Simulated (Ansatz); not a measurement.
Calculated with Ansatz (gas phase, PBE0-D4/def2-TZVP geometries, no zero-point term in ΔE). CBS: MP2 limit from def2 TZ/QZ plus the TZ coupled-cluster correction, frozen cores. This one scheme is used for every species, atoms too. DFT in def2-TZVPP. Open shells (•) are unrestricted, without spin–orbit coupling. Spin–orbit coupling would lower the free atoms: a little for C, F, O. Each species was taken in one conformer, which may not be the lowest.

Consider the atomization: `F[C](F)OC(F)F`• → 2 C• + 4 F• + H• + O•.

`F[C](F)OC(F)F`•:

```xyz
8

F    -0.135   -0.602   -1.942
C    -0.919   -0.643   -0.877
F    -1.762    0.381   -0.906
O    -0.281   -0.798    0.286
C     0.548    0.237    0.721
F     0.533    0.204    2.049
F     1.800    0.008    0.310
H     0.216    1.213    0.359
```

(1) What is ΔE at CCSD(T)/CBS? (Estimate.)

(2) What do these levels give: PBE-D4, ωB97X-V, B2PLYP, r2SCAN, PBE0, HF/def2-TZVPP, MP2/def2-TZVPP, SCS-MP2/def2-TZVPP, CCSD(T)/def2-TZVPP, HF/def2-QZVPP, MP2/CBS(def2), CCSD/CBS(def2)? (Best estimate.)

Largest T1 diagnostic among the species: 0.014.

Results:

(1) The calculation gave: +749.9 kcal/mol.

(2) Ansatz gave: PBE-D4 799.4, ωB97X-V 757.2, B2PLYP 743.3, r2SCAN 764.1, PBE0 758.5, HF/def2-TZVPP 491.1, MP2/def2-TZVPP 767.4, SCS-MP2/def2-TZVPP 741.7, CCSD(T)/def2-TZVPP 726.8, HF/def2-QZVPP 492.3, MP2/CBS(def2) 790.5, CCSD/CBS(def2) 731.1 kcal/mol.

The D4 term adds +5.0 kcal/mol with B3LYP and +2.6 kcal/mol with PBE0; it sums over pairs of atoms, weighted by their polarisabilities, and B3LYP, whose exchange is more repulsive, gets the larger term. From PBE to PBE0 (25 % exact exchange), in def2-TZVPP and without D4, ΔE moves by −37.7 kcal/mol: exact exchange takes away binding that semilocal exchange gives to molecules.

B3LYP here is the variant with VWN-RPA as its local correlation; programs differ in this.

For atomizations the MP2-based limit and the directly extrapolated one differ by several kJ/mol either way, and by 10 to 25 for some Ge, Se and Sn compounds, so smaller differences from it don't rank the levels.
